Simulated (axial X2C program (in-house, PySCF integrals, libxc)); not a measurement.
# AsTe⁻ at several levels of theory

Computed with an axial X2C code built on PySCF integrals. Spin-free means the one-electron spin-free X2C Hamiltonian; two-component (2c) means X2C with spin–orbit coupling and atomic mean-field two-electron Coulomb and Gaunt terms, so the difference of the two also holds small scalar two-electron terms. Basis: Te dyall-acv3z [12s13p9d5f1g], As dyall-acv3z [10s10p7d5f1g] (cores contracted in-house); Gaussian nuclei, density fitting, unrestricted open shells. Masses: Te 129.906 u, As 74.922 u.

Input:
```json
{"zs": [52, 33], "q": -1, "bas": ["dyall-acv3z", "dyall-acv3z"], "levels": ["PBE0", "HF", "r2SCAN"], "cc": true, "r0": 2.42, "thr": -1.0, "nmax": 90, "npts": 10, "nst": 2, "ntry": 6}
```
```bash
python so2c.py task.json out
```

Keys: zs atomic numbers; q charge; bas basis sets; levels methods; cc coupled cluster on or off; r0 starting distance in Å; thr threshold in hartree for freezing inner shells (an s shell follows its p shell); nmax most natural virtual spinors; npts points on the curve; nst determinants followed; ntry starts of the search. HF also brings MP2.

State, spin-free: M_S = 1, Λ = 0 (beyond evenly filled blocks: π+α, π-α); electrons by block: σα: 18, σβ: 18, π+α: 10, π+β: 9, π-α: 10, π-β: 9, δ+α: 3, δ+β: 3, δ-α: 3, δ-β: 3. Fragments: Te- + As.

State, 2c: Ω = 1 (⟨Sz⟩ = 1.00, ⟨Lz⟩ = 0.00 at PBE0); electrons by block: 1/2: 27, -1/2: 28, 3/2: 13, -3/2: 12, 5/2: 3, -5/2: 3. Fragments: Te- + As.

| Hamiltonian | level | Re (Å) | ωe (cm⁻¹) | ωexe (cm⁻¹) | αe (cm⁻¹) | De (eV) | k (mdyn/Å) | μ (D) |
| --- | --- | --- | --- | --- | --- | --- | --- | --- |
| spin-free | PBE0 | 2.452 | 275.0 | 0.591 | 0.000173 | 2.86 | 2.12 | -0.70 |
| spin-free | HF | 2.485 | 257.0 | n/a | 0.000204 | 1.10 | 1.85 | 0.60 |
| spin-free | CCSD | 2.475 | 268.6 | 0.617 | 0.00018 | 2.39 | 2.02 | n/a |
| spin-free | CCSD(T) | 2.480 | 267.4 | 0.552 | 0.000173 | 2.55 | 2 | n/a |
| spin-free | r2SCAN | 2.458 | 271.4 | 0.596 | 0.000175 | 2.95 | 2.06 | -0.83 |
| 2c | PBE0 | 2.456 | 271.9 | 0.613 | 0.000176 | 2.70 | 2.07 | -0.73 |
| 2c | r2SCAN | 2.462 | 269.1 | 0.61 | 0.000178 | n/a | 2.03 | -0.85 |

Correlated methods: 12 electrons correlated (number of frozen shells: Te 4 s, 3 p, 2 d; As 3 s, 2 p, 1 d), 344 virtual spin orbitals or spinors in MP2, 89 natural virtuals in coupled cluster.

Dipoles are positive if As is the positive end and refer to the centre of mass.

The state is one determinant whose occupation by symmetry is held fixed; it was picked as the lowest of a PBE0 search that is not exhaustive. Dissociation energies refer to the lowest single-determinant-based atoms at the same level and basis. De is not given where an atomic determinant may have missed its ground term or J level, or where the truncated virtual space spoils (T). Density functionals use the spin component along the axis (collinear). CCSD and (T) use frozen natural virtuals with an MP2 correction for the truncation; (T) itself is uncorrected, so its De runs slightly low. PBE0 can misorder states that lie within some tenths of an eV, so this need not be the ground state of the molecule. The nearest other spin-free determinant of the search, M_S = 0, Λ = 2, lies 0.58 eV up at the distance of the search. Without a current term, density functionals place determinants with orbital angular momentum somewhat too high. With several unpaired electrons one determinant need not be a pure state. Open-shell Ω = 0 determinants with evenly filled partner blocks cannot be reached by this program, so the Ω shown need not be the lowest component. This is the Ω = 1 component of a π² triplet; the 0⁺ component is not one determinant and can lie lowest. The highest occupied level of some functionals is positive through self-interaction error; at Hartree–Fock it is bound. The determinant is spin-polarised beyond a pure state at some levels (its spin-free form has ⟨S²⟩ too high), which makes Re and μ there less reliable. With the outer-core shells frozen, correlated bond lengths of heavy atoms tend to come out a few hundredths of an ångström too long. Hartree–Fock gets electron affinities wrong, so its lowest charge split need not be the true one.

No reliable constants came from CCSD (2c), CCSD(T) (2c), HF (2c), MP2 (2c), MP2 (spin-free): no minimum in range, unconverged points, a curve that is not smooth, a change of character along it, or the two Hamiltonians disagreeing along it.

Rough cost a point (2c) on 1 thread(s) of a shared host, integrals apart: PBE0 1.7 s, r2SCAN 1.2 s.

The whole task took 4.5 min on 1 thread of Intel(R) Xeon(R) 6975P-C (Granite Rapids), on a shared host.
